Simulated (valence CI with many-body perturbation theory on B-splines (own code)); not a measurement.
## Nd LVI: calculated level list

Method: relativistic CI+MBPT: three valence electrons over a frozen Dirac-Fock core [He], a basis of 9 s, 9 p, 8 d, 6 f, 3 g, 1 h functions for each j, with the one-electron correlation potential Σ1, the two-electron term Σ2, the three-electron term Σ3, Breit, model QED; selected CI, second order for the rest, scaled by the run's own slope (own B-spline code, finite nucleus).

The last digits are not significant, and no measured levels were compared; by estimate large intervals hold to a few tenths of a per cent, small ones and those within an open d or f shell to about a per cent.

Levels 1 to 42 of 42, with energies above the lowest level, (2s^2 2p1/2) J=1/2. "Leading %" is the weight of the configuration and term that name the level; weights of strongly mixed levels are sums over their largest components and can fall short, so below about 35 % the name and the second component can differ from the true leading terms, or belong to a minority configuration. In the jj column 3d3/2^4 stands for four electrons in 3d with j = 3/2. Lifetimes count E1, E2, E3, M1 and M2 decay at the calculated energies, and are blank where another channel may lead or the interval is too uncertain; long ones can be off by a factor of two.

| No. | Configuration | Term | J | E (Ry) | Leading % | Lifetime | g | Second component | Leading jj |
| --- | --- | --- | --- | --- | --- | --- | --- | --- | --- |
| 1 | 2s²2p | ²P° | 1/2 | 0.00 | 100 |  | 0.634 |  | 2s^2 2p1/2 (100 %) |
| 2 | 2s2p² | ⁴P | 1/2 | 14.13 | 54 | 75.0 ps | 2.115 | 30 % 2s2p² ²S | 2s 2p1/2^2 (99 %) |
| 3 | 2s²2p | ²P° | 3/2 | 41.91 | 99 | 305 ps | 1.310 |  | 2s^2 2p3/2 (99 %) |
| 4 | 2s2p² | ⁴P | 3/2 | 51.77 | 91 | 87.0 ps | 1.643 | 6 % 2s2p² ²D | 2s 2p1/2 2p3/2 (100 %) |
| 5 | 2s2p² | ²D | 5/2 | 54.34 | 60 | 188 ps | 1.334 | 40 % 2s2p² ⁴P | 2s 2p1/2 2p3/2 (100 %) |
| 6 | 2s2p² | ²P | 1/2 | 58.43 | 70 | 508 fs | 1.242 | 29 % 2s2p² ⁴P | 2s 2p1/2 2p3/2 (99 %) |
| 7 | 2s2p² | ²D | 3/2 | 58.51 | 64 | 601 fs | 0.971 | 35 % 2s2p² ²P | 2s 2p1/2 2p3/2 (100 %) |
| 8 | 2p³ | ²P° | 3/2 | 73.44 | 47 | 762 fs | 1.339 | 27 % 2p³ ²D° | 2p1/2^2 2p3/2 (98 %) |
| 9 | 2s2p² | ⁴P | 5/2 | 95.00 | 60 | 2.73 ps | 1.416 | 40 % 2s2p² ²D | 2s 2p3/2^2 (100 %) |
| 10 | 2s2p² | ²S | 1/2 | 101.16 | 69 | 627 fs | 1.902 | 17 % 2s2p² ⁴P | 2s 2p3/2^2 (100 %) |
| 11 | 2s2p² | ²P | 3/2 | 101.23 | 62 | 354 fs | 1.183 | 30 % 2s2p² ²D | 2s 2p3/2^2 (99 %) |
| 12 | 2p³ | ⁴S° | 3/2 | 112.64 | 55 | 382 fs | 1.439 | 45 % 2p³ ²D° | 2p1/2 2p3/2^2 (100 %) |
| 13 | 2p³ | ²D° | 5/2 | 114.19 | 100 | 423 fs | 1.175 |  | 2p1/2 2p3/2^2 (100 %) |
| 14 | 2p³ | ²P° | 1/2 | 117.39 | 100 | 338 fs | 0.634 |  | 2p1/2 2p3/2^2 (100 %) |
| 15 | 2p³ | ²P° | 3/2 | 157.17 | 53 | 256 fs | 1.287 | 28 % 2p³ ²D° | 2p3/2^3 (100 %) |
| 16 | 2s²3s | ²S | 1/2 | 482.68 | 98 | 9.19 fs | 1.989 |  | 2s^2 3s (98 %) |
| 17 | 2s²3p | ²P° | 1/2 | 487.50 | 96 | 232 fs | 0.667 |  | 2s^2 3p1/2 (96 %) |
| 18 | 2s2p3s | ⁴P° | 1/2 | 492.17 | 86 | 10.3 fs | 2.369 | 13 % 2s2p3s ²P° | 2s 2p1/2 3s (98 %) |
| 19 | 2s2p3s | ⁴P° | 3/2 | 493.71 | 60 | 9.26 fs | 1.549 | 38 % 2s2p3s ²P° | 2s 2p1/2 3s (97 %) |
| 20 | 2s2p3s | ²P° | 1/2 | 495.46 | 94 | 12.7 fs | 0.727 | 5 % 2s2p3s ⁴P° | 2s 2p1/2 3s (98 %) |
| 21 | 2s2p3p | ⁴D | 1/2 | 496.23 | 72 | 12.8 fs | 0.266 | 20 % 2s2p3p ²P | 2s 2p1/2 3p1/2 (100 %) |
| 22 | 2s2p3p | ⁴D | 3/2 | 497.89 | 41 | 4.33 fs | 1.109 | 31 % 2s2p3p ²D | 2s 2p1/2 3p1/2 (98 %) |
| 23 | 2s²3p | ²P° | 3/2 | 500.01 | 95 | 106 fs | 1.332 |  | 2s^2 3p3/2 (95 %) |
| 24 | 2s2p3p | ⁴P | 1/2 | 500.30 | 48 | 10.0 fs | 1.961 | 29 % 2s2p3p ²S | 2s 2p1/2 3p1/2 (99 %) |
| 25 | 2s²3d | ²D | 3/2 | 503.45 | 97 | 1.47 fs | 0.795 |  | 2s^2 3d3/2 (97 %) |
| 26 | 2s²3d | ²D | 5/2 | 506.84 | 96 | 1.49 fs | 1.193 |  | 2s^2 3d5/2 (96 %) |
| 27 | 2p²3s | ⁴P | 1/2 | 508.73 | 32 | 6.98 fs | 1.772 | 21 % 2p²3s ²S | 2p1/2^2 3s (69 %) |
| 28 | 2s2p3p | ⁴P | 3/2 | 509.31 | 31 | 12.2 fs | 1.398 | 27 % 2s2p3p ⁴D | 2s 2p1/2 3p3/2 (100 %) |
| 29 | 2s2p3p | ⁴D | 5/2 | 511.20 | 45 | 64.2 fs | 1.329 | 36 % 2s2p3p ²D | 2s 2p1/2 3p3/2 (97 %) |
| 30 | 2s2p3p | ²D | 3/2 | 511.41 | 44 | 5.41 fs | 1.245 | 21 % 2s2p3p ²P | 2s 2p1/2 3p3/2 (99 %) |
| 31 | 2s2p3d | ⁴F° | 3/2 | 512.01 | 71 | 5.72 fs | 0.562 | 12 % 2s2p3d ²D° | 2s 2p1/2 3d3/2 (100 %) |
| 32 | 2s2p3p | ²P | 1/2 | 512.51 | 28 | 4.64 fs | 1.532 | 15 % 2p²3s ⁴P | 2s 2p1/2 3p3/2 (70 %) |
| 33 | 2p²3p | ²P° | 1/2 | 512.96 | 34 | 1.26 fs | 0.595 | 31 % 2p²3p ⁴D° | 2p1/2^2 3p1/2 (76 %) |
| 34 | 2s2p3d | ⁴F° | 5/2 | 513.80 | 49 | 7.30 fs | 1.023 | 22 % 2s2p3d ²F° | 2s 2p1/2 3d3/2 (95 %) |
| 35 | 2s2p3d | ⁴D° | 3/2 | 514.96 | 28 | 1.16 fs | 1.200 | 23 % 2s2p3d ²P° | 2s 2p1/2 3d3/2 (96 %) |
| 36 | 2s2p3d | ⁴D° | 1/2 | 515.69 | 44 | 2.42 fs | 0.474 | 28 % 2s2p3d ²P° | 2s 2p1/2 3d3/2 (77 %) |
| 37 | 2s2p3d | ⁴P° | 5/2 | 516.22 | 36 | 1.50 fs | 1.320 | 28 % 2s2p3d ⁴D° | 2s 2p1/2 3d5/2 (98 %) |
| 38 | 2s2p3d | ⁴F° | 7/2 | 517.89 | 39 | 1.57 fs | 1.235 | 36 % 2s2p3d ²F° | 2s 2p1/2 3d5/2 (99 %) |
| 39 | 2s2p3d | ²F° | 5/2 | 518.68 | 52 | 1.57 fs | 1.062 | 21 % 2s2p3d ²D° | 2s 2p1/2 3d5/2 (97 %) |
| 40 | 2s2p3d | ²D° | 3/2 | 518.70 | 40 | 1.57 fs | 1.086 | 39 % 2s2p3d ²P° | 2s 2p1/2 3d5/2 (94 %) |
| 41 | 2p²3p | ²P° | 3/2 | 526.74 | 32 | 5.28 fs | 1.325 | 21 % 2p²3p ⁴D° | 2p1/2^2 3p3/2 (96 %) |
| 42 | 2p²3d | ²D | 3/2 | 529.31 | 41 | 8.17 fs | 0.784 | 33 % 2p²3d ⁴F | 2p1/2^2 3d3/2 (98 %) |

The ionisation energy to 2s² ¹S0 of the next ion comes out as 11689 eV (NIST: 11694 ± 5 eV (theoretical)). All 42 levels together are meant to be complete up to 532.49 Ry.
